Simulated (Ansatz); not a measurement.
`N=C=C[SiH3]` + `OC1[SiH2]S1` → `[SiH3]OC1[SiH2]S1` + `C=C=N`  (ligand exchange at the Si–C bond)

Computed with Ansatz on PBE0-D4/def2-TZVP structures; ΔE is electronic, products minus reactants. CBS: MP2 limit from def2 TZ/QZ plus the TZ coupled-cluster correction, frozen cores. This one scheme is used for every species. DFT in def2-TZVPP. B3LYP here is the variant with VWN-RPA as its local correlation; programs differ in this. Each species was taken in one conformer, which may not be the lowest.

`N=C=C[SiH3]`:

Cartesian coordinates in Å:
```
N -2.391 -0.164 0.413
C -1.277 -0.408 -0.006
C -0.047 -0.706 -0.333
Si 1.360 0.393 0.148
H -3.001 0.406 -0.165
H 0.115 -1.618 -0.899
H 0.817 1.557 0.894
H 2.333 -0.336 1.004
H 2.089 0.876 -1.055
```

`OC1[SiH2]S1`:

Cartesian coordinates in Å:
```
O 1.526 0.123 0.664
C 0.147 0.129 0.619
Si -0.689 -0.482 -0.912
S -0.679 1.529 -0.350
H 1.826 0.830 1.245
H -0.341 0.026 1.587
H 0.166 -0.913 -2.038
H -1.956 -1.241 -0.814
```

`[SiH3]OC1[SiH2]S1`:

Cartesian coordinates in Å:
```
Si -0.247 1.365 1.255
O -0.627 -0.219 0.980
C -0.680 -0.725 -0.313
Si 0.866 -1.104 -1.286
S -0.383 -2.547 -0.437
H -0.193 1.525 2.725
H -1.276 2.268 0.672
H 1.065 1.685 0.629
H -1.596 -0.450 -0.834
H 0.905 -0.960 -2.759
H 2.166 -0.837 -0.634
```

`C=C=N`:

Cartesian coordinates in Å:
```
C 0.334 0.626 -0.661
C 0.022 -0.239 0.265
N -0.153 -1.056 1.150
H 0.511 0.297 -1.676
H 0.406 1.678 -0.421
H -1.120 -1.307 1.344
```

| level | ΔE (kJ/mol) | difference from CCSD(T)/CBS |
| --- | --- | --- |
| PBE-D4 | -47.0 | 11.2 |
| r2SCAN-D4 | -53.2 | 5.0 |
| PBE0-D4 | -49.5 | 8.7 |
| B3LYP-D4 | -60.3 | -2.1 |
| ωB97X-V | -57.8 | 0.4 |
| ωB97M-V | -57.7 | 0.5 |
| B2PLYP | -57.7 | 0.5 |
| PBE | -44.3 | 13.9 |
| r2SCAN | -52.3 | 5.9 |
| PBE0 | -46.9 | 11.3 |
| B3LYP | -56.0 | 2.2 |
| HF/def2-TZVPP | -65.2 | -7.0 |
| MP2/def2-TZVPP | -56.9 | 1.3 |
| SCS-MP2/def2-TZVPP | -60.2 | -2.0 |
| CCSD/def2-TZVPP | -60.0 | -1.8 |
| CCSD(T)/def2-TZVPP | -58.2 | 0.0 |
| HF/def2-QZVPP | -66.4 | -8.2 |
| MP2/def2-QZVPP | -57.3 | 0.9 |
| SCS-MP2/def2-QZVPP | -60.4 | -2.2 |
| HF/CBS(def2) | -66.6 | -8.4 |
| MP2/CBS(def2) | -56.8 | 1.4 |
| CCSD/CBS(def2) | -60.0 | -1.8 |
| CCSD(T)/CBS | -58.2 | 0 |

Largest T1 diagnostic among the species: 0.015.

In def2-TZVPP, CCSD(T) changes the Hartree–Fock value by +7.0 kJ/mol (the triples alone add +1.8 kJ/mol) and MP2 by +8.4 kJ/mol. The D4 term adds −4.3 kJ/mol with B3LYP and −2.6 kJ/mol with PBE0; it sums over pairs of atoms, weighted by their polarisabilities, and B3LYP, whose exchange is more repulsive, gets the larger term.
